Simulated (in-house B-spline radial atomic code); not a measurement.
## In: [Kr] 4d10 5s2 5p1

Computed with a radial B-spline atomic code at the basis-set limit: non-relativistic PBE0, spin-polarised, spherical fractional occupations, exact exchange averaged over the configuration, point nucleus.

Effective charges: Z_r = [3n² - l(l+1)]/(2<r>) from the radius, Z_e = n√(-2ε) from the energy, and Slater's rules. Values are occupation-weighted means over spin.

```json
{"shell": "1s", "electrons": "2", "ε (eV)": "-26886", "<r> (bohr)": "0.03105", "Z_r": "48.31", "Z_e": "44.45", "Slater": "48.70"}
{"shell": "2s", "electrons": "2", "ε (eV)": "-3959.5", "<r> (bohr)": "0.1343", "Z_r": "44.68", "Z_e": "34.12", "Slater": "44.85"}
{"shell": "2p", "electrons": "6", "ε (eV)": "-3695.4", "<r> (bohr)": "0.1146", "Z_r": "43.61", "Z_e": "32.96", "Slater": "44.85"}
{"shell": "3s", "electrons": "2", "ε (eV)": "-758.1", "<r> (bohr)": "0.3611", "Z_r": "37.39", "Z_e": "22.39", "Slater": "37.75"}
{"shell": "3p", "electrons": "6", "ε (eV)": "-649.55", "<r> (bohr)": "0.3525", "Z_r": "35.46", "Z_e": "20.73", "Slater": "37.75"}
{"shell": "3d", "electrons": "10", "ε (eV)": "-449.06", "<r> (bohr)": "0.324", "Z_r": "32.40", "Z_e": "17.24", "Slater": "27.85"}
{"shell": "4s", "electrons": "2", "ε (eV)": "-117.19", "<r> (bohr)": "0.8792", "Z_r": "27.30", "Z_e": "11.74", "Slater": "21.25"}
{"shell": "4p", "electrons": "6", "ε (eV)": "-81.194", "<r> (bohr)": "0.9364", "Z_r": "24.56", "Z_e": "9.77", "Slater": "21.25"}
{"shell": "4d", "electrons": "10", "ε (eV)": "-22.246", "<r> (bohr)": "1.166", "Z_r": "18.01", "Z_e": "5.11", "Slater": "9.85"}
{"shell": "5s", "electrons": "2", "ε (eV)": "-8.4377", "<r> (bohr)": "2.745", "Z_r": "13.66", "Z_e": "3.94", "Slater": "5.00"}
{"shell": "5p", "electrons": "1", "ε (eV)": "-3.6351", "<r> (bohr)": "3.682", "Z_r": "9.91", "Z_e": "2.58", "Slater": "5.00"}
```

The least bound orbital is 5p up at -3.635 eV, and it is also the most diffuse (<r> = 3.682 bohr).
